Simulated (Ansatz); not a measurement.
## Match the barriers

Saddle point of SiH6OF2, closed shell (SiH₄O ([OH][SiH3]) + HF + HF → SiH₃OF ([OH][SiH2][F]) + HF + H₂; bonds formed: Si1–F7, H2–H8, H6–F9; bonds broken: Si1–H2, H6–F7, H8–F9), PBE0-D4/def2-TZVP structure:

Si1  (0.703, 0.396, -0.031)
H2  (-0.971, 0.345, -0.164)
H3  (1.335, -0.592, -0.927)
H4  (1.265, 1.019, 1.174)
O5  (0.605, 1.772, -0.961)
H6  (-0.668, -1.518, 0.975)
F7  (0.405, -1.105, 1.140)
H8  (-1.367, -0.446, 0.097)
F9  (-1.711, -1.540, 0.589)
H10  (0.402, 1.670, -1.892)
(Å)

Ansatz 0.2.0; basis: def2-TZVPP, with def2-QZVPP for the basis limit; cores frozen in the correlated methods. Extrapolation: Hartree–Fock as exp(−7.88 √X), correlation as X^−2.97. Four methods, as single points on the PBE0-D4 structures, gave these electronic barriers from the start structure: 84.0, 90.7, 131.7, 199.4 kJ/mol.

(1) The methods were, in alphabetical order, BHLYP-D4, BLYP-D4, HF, r2SCAN-D4. Which gave which? (Judge from chemistry; the calculation decides.)

The T1 diagnostic stays at or below 0.013.

Results:

(1) By the calculation: r2SCAN-D4 84.0; BLYP-D4 90.7; BHLYP-D4 131.7; HF 199.4 kJ/mol. For comparison, CCSD(T) at an estimated basis limit (MP2 extrapolated from triple and quadruple zeta, plus CCSD(T) − MP2 in triple zeta) gives 123.2 kJ/mol.

Labels in which every atom is bracketed show which atoms are joined, not bond orders.

For scale, one of the runs: CCSD(T)/def2-TZVPP, 219 basis functions, launched by `ansatz run in.yaml --threads 4 --pin off --events-out ev --progress --plain --max-ram 9574MiB`. Hardware: 4 CPU threads of an Arm Neoverse V1, shared host. Wall time 90 s; peak host memory 3.5 GiB.
